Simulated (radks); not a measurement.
Question: These are the eigenvalues of the occupied orbitals of an atom or ion with whole-number occupations (hartree). All-electron calculation, scalar-relativistic Kohn-Sham, r2SCAN, spin-polarised, spherical densities, finite nucleus; meta-GGA in the generalised Kohn-Sham scheme; Fermi nuclear charge, rms radius of each element as measured or else 0.836 A^(1/3) + 0.57 fm. Program: a radial shooting solver on a logarithmic mesh with Libxc functionals.

1s down: -933.5161
1s up: -933.5160
2s up: -138.6826
2s down: -138.6722
2p up: -124.3742
2p down: -124.3665
3s up: -26.32069
3s down: -26.31826
3p up: -21.58382
3p down: -21.58024
3d up: -14.13337
3d down: -14.12559
4s up: -4.43672
4s down: -4.40068
4p up: -3.05972
4p down: -3.02231
4d up: -1.08714
4d down: -1.05120

Which element is it, and in what charge state? The configuration may be excited. Open shells, if any, are filled with parallel spins first.

Answer: Z = 47, silver, charge +2: Ag2+ in [Kr] 4d9. The list shows which subshells hold electrons but not how many an open one holds; the 1s level, -933.52 hartree, gives Z - s = 43.2 by -(Z - s)^2/2, which with screening and relativity narrows Z to a few neighbours, and the depths of the outer levels then fix element, charge and occupations together.
